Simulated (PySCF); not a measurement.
A structure optimised at PBE-D3(BJ)/def2-SVP, used in a PySCF frequency run:

```
Hf
N 1 2.0366
H 2 1.0254 1 129.55
H 2 1.0288 3 108.14 1 177.69
N 1 2.0419 2 108.85 3 -0.51
H 5 1.0259 1 127.34 2 -104.49
H 5 1.0276 6 108.23 1 174.03
N 1 2.0455 2 109.45 3 -117.45
H 8 1.0261 1 128.15 2 0.03
H 8 1.0282 9 107.57 1 175.34
S 1 2.4987 2 107.45 3 118.21
H 11 1.3658 1 93.09 2 170.49
```

Write its SMILES and formula.

[NH2][Hf]([NH2])([NH2])[SH], H7HfN3S

What are its rotational constants (standard atomic weights)?

2.5848, 1.5709, 1.5507 GHz
